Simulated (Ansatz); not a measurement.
Born–Oppenheimer molecular dynamics of C2H5FO2Si (11 atoms, charge 0, multiplicity 1). It starts from a relaxed structure.

Computed with RKS PBE0/STO-3G in Ansatz 0.2.0.

```json
{
 "ensemble": "NVE (velocity Verlet)",
 "time step": "1 fs",
 "steps asked": "100",
 "starting velocities drawn for": "1000 K",
 "seed": "341495"
}
```

First frame:

```xyz
11
Properties=species:S:1:pos:R:3
O 0.777 -0.588 1.740
Si -0.746 -0.081 1.197
F -1.351 1.115 2.132
C -0.277 0.582 -0.509
C 0.485 -0.325 -1.434
O 1.208 0.634 -0.594
H 1.360 -0.165 1.005
H -1.711 -1.162 1.156
H -0.783 1.443 -0.976
H 0.494 -0.117 -2.516
H 0.610 -1.391 -1.180
```

Task: How far do the bonds stretch over the last three quarters of this one trajectory? (Pairs bonded in most of those frames.)

Result: 
```csv
bond,mean (Å),spread (Å),shortest,longest
O1–Si2,1.705,0.058,1.62,1.78
O1–H7,1.034,0.044,0.96,1.11
Si2–F3,1.640,0.023,1.59,1.68
Si2–C4,1.898,0.030,1.86,1.96
Si2–H8,1.461,0.066,1.36,1.55
C4–C5,1.510,0.029,1.45,1.56
C4–O6,1.489,0.025,1.44,1.53
C4–H9,1.107,0.023,1.07,1.14
C5–O6,1.469,0.051,1.39,1.55
C5–H10,1.107,0.043,1.04,1.17
C5–H11,1.105,0.018,1.07,1.15
```

Mean temperature of the second half: 486 K. The conserved energy stayed within 2.4 meV per atom of its start (net change 1.3 meV per atom), so the integration is sound. The temperature averaged 0.49 of the 1000 K drawn at the start: a run that starts near a minimum puts about half its kinetic energy into the potential. A run of 0.1 ps of so small a system gives no equilibrium averages. Limits of this set-up: minimal basis.

Run time: 3.6 min on 1 thread of Arm Neoverse V2, with other jobs on the host, peak memory 0.11 GiB.
